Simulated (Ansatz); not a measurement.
Wavefunction ladder for C$_{3}$H$_{5}$BO, SMILES `OC1BC=C1`

```json
{"atom": "O1", "x (Å)": "0.025", "y (Å)": "-0.910", "z (Å)": "1.668"}
{"atom": "C2", "x (Å)": "0.209", "y (Å)": "0.123", "z (Å)": "0.742"}
{"atom": "B3", "x (Å)": "0.961", "y (Å)": "-0.209", "z (Å)": "-0.627"}
{"atom": "C4", "x (Å)": "-0.034", "y (Å)": "0.556", "z (Å)": "-1.442"}
{"atom": "C5", "x (Å)": "-0.804", "y (Å)": "0.258", "z (Å)": "-0.361"}
{"atom": "H6", "x (Å)": "-0.341", "y (Å)": "-0.548", "z (Å)": "2.478"}
{"atom": "H7", "x (Å)": "0.463", "y (Å)": "1.080", "z (Å)": "1.197"}
{"atom": "H8", "x (Å)": "1.694", "y (Å)": "-1.109", "z (Å)": "-0.895"}
{"atom": "H9", "x (Å)": "-0.320", "y (Å)": "0.798", "z (Å)": "-2.453"}
{"atom": "H10", "x (Å)": "-1.852", "y (Å)": "-0.040", "z (Å)": "-0.305"}
```

The species carries charge 0 and has multiplicity 1. All single points use the PBE0-D4/def2-TZVP geometry. It is one conformer, not always the lowest. Frozen core, restricted reference, the Gaussian-basis code of Ansatz. CBS rows extrapolate triple and quadruple zeta; past MP2 they add the triple-zeta difference.

| basis | HF (Eh) | MP2 corr. | CCSD corr. | (T) | CCSD(T) total |
| --- | --- | --- | --- | --- | --- |
| def2-SVP | -215.82533 | -0.66116 | -0.70003 | -0.02458 | -216.54994 |
| def2-TZVPP | ? | -0.81467 | -0.84271 | -0.03812 | ? |
| def2-QZVPP | -216.08392 | ? | – | – | – |
| CBS(def2) | -216.08527 | ? | ? | as TZ | ? |

Q: Fill in the withheld values. (Best estimate.)

A: The calculation gave: def2-TZVPP HF (Eh): -216.07408; def2-TZVPP CCSD(T) total: -216.95491; def2-QZVPP MP2 corr.: -0.87107; CBS(def2) MP2 corr.: -0.91285; CBS(def2) CCSD corr.: -0.94089; CBS(def2) CCSD(T) total: -217.06428.
